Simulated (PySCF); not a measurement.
A species of formula C6H12OSi2 has this rotational fingerprint, computed with PBE0/pcSseg-1 in PySCF (dipole) on a GFN2-xTB geometry, gas phase:

| Item | Value |
| --- | --- |
| Rotational constants | A = 1461, B = 1130, C = 885.4 MHz |
| Dipole components | \|μa\| = 1.24 D, \|μb\| = 0.01 D, \|μc\| = 0.46 D |
| Inertial defect | -222.43 u·Å² |
| κ | -0.15 |

Task: Which structure is it? (One computed conformer of each.)
A. `[CH3:1][SiH2:2][c:3]1[cH:4][cH:5][c:6]([CH2:7][SiH3:8])[o:9]1` with C1–Si2–C3–C4 -12°, C5–C6–C7–Si8 -105°
B. `[CH:1]#[C:2][SiH2:3][CH2:4][C:5](=[O:6])[CH2:7][CH2:8][SiH3:9]` with C2–Si3–C4–C5 177°, Si3–C4–C5–O6 80°, C4–C5–C7–C8 -165°, C5–C7–C8–Si9 -45°
C. `[SiH3:1][C@:2]1([CH:3]2[CH2:4][CH2:5]2)[CH:6]=[CH:7][O:8][SiH2:9]1` with Si1–C2–C3–C4 91°
D. `[CH2:1]=[C:2]([CH3:3])[C@@:4]1([SiH3:5])[CH:6]=[CH:7][O:8][SiH2:9]1` with C1–C2–C4–Si5 -128°
E. `[CH:1]#[C:2][Si@@H:3]([O:4][CH:5]1[CH2:6][CH2:7]1)[SiH2:8][CH3:9]` with C2–Si3–O4–C5 -53°, Si3–O4–C5–C6 83°, C2–Si3–Si8–C9 -45°

Result: C. It is [SiH3][C@]1(C2CC2)C=CO[SiH2]1, an asymmetric top, point group C1. The candidates at the same level (rigid rotor, commonest isotopes):

| SMILES | A (MHz) | B (MHz) | C (MHz) | μa (D) | μb (D) | μc (D) | Δ (u·Å²) | point group | rotor |
| --- | --- | --- | --- | --- | --- | --- | --- | --- | --- |
| C#C[Si@@H](OC1CC1)[SiH2]C | 1432 | 749.9 | 614.7 | 0.79 | 0.66 | 0.77 | -204.74 | C1 | asymmetric top |
| C[SiH2]c1ccc(C[SiH3])o1 | 2795 | 530.1 | 475.5 | 0.18 | 1.07 | 0.02 | -71.21 | C1 | near-prolate asymmetric top |
| C=C(C)[C@@]1([SiH3])C=CO[SiH2]1 | 1522 | 1047 | 924.7 | 0.87 | 0.03 | 0.13 | -268.13 | C1 | asymmetric top |
| C#C[SiH2]CC(=O)CC[SiH3] | 3563 | 441.3 | 425.8 | 3.29 | 2.66 | 0.32 | -100.01 | C1 | near-prolate asymmetric top |
| [SiH3][C@]1(C2CC2)C=CO[SiH2]1 | 1461 | 1130 | 885.4 | 1.24 | 0.01 | 0.46 | -222.43 | C1 | asymmetric top |

`C=C(C)[C@@]1([SiH3])C=CO[SiH2]1` has B 7 % too low; `C#C[SiH2]CC(=O)CC[SiH3]` has A 144 % too high; `C[SiH2]c1ccc(C[SiH3])o1` has A 91 % too high; `C#C[Si@@H](OC1CC1)[SiH2]C` has B 34 % too low. No structure here is proved a minimum.
